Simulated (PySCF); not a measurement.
SMILES CB(C)NB(C)C (C4H13B2N), singlet (GFN2-xTB optimised geometry):

```
20

B      1.084     0.810     0.000
C      2.673     0.810     0.000
C      0.324     2.199     0.000
N      0.414    -0.441    -0.002
B     -0.942    -0.855    -0.005
C     -2.158     0.160     0.007
C     -1.251    -2.414    -0.020
H      3.057     1.318    -0.884
H      3.119    -0.184     0.024
H      3.062     1.363     0.854
H     -0.297     2.313     0.885
H     -0.341     2.294    -0.855
H      1.009     3.044    -0.025
H      1.057    -1.224    -0.006
H     -3.119    -0.348     0.033
H     -2.118     0.827     0.865
H     -2.152     0.797    -0.875
H     -1.820    -2.701     0.863
H     -1.872    -2.678    -0.875
H     -0.363    -3.044    -0.054
```

Level of theory: B3LYP/def2-SVP in PySCF.

Problem. What are the frontier orbital energies and the dipole moment?

Solution. HOMO-2 -8.33 eV, HOMO-1 -8.14 eV, HOMO -8.08 eV, LUMO -0.36 eV, LUMO+1 1.21 eV; dipole moment 0.52 D.

On the same geometry PBE/def2-SVP run with PySCF 2.14.0 gives HOMO-2 -7.25 eV, HOMO-1 -6.95 eV, HOMO -6.88 eV, LUMO -1.16 eV, LUMO+1 0.72 eV; dipole moment 0.50 D.

Meta-Löwdin charges at B3LYP/def2-SVP: B1 0.25, C2 -0.41, C3 -0.41, N4 -0.31, B5 0.25, C6 -0.41, C7 -0.41, H8 0.11, H9 0.08, H10 0.11, H11 0.11, H12 0.11, H13 0.10, H14 0.21, H15 0.10, H16 0.11, H17 0.11, H18 0.11, H19 0.11, H20 0.08.
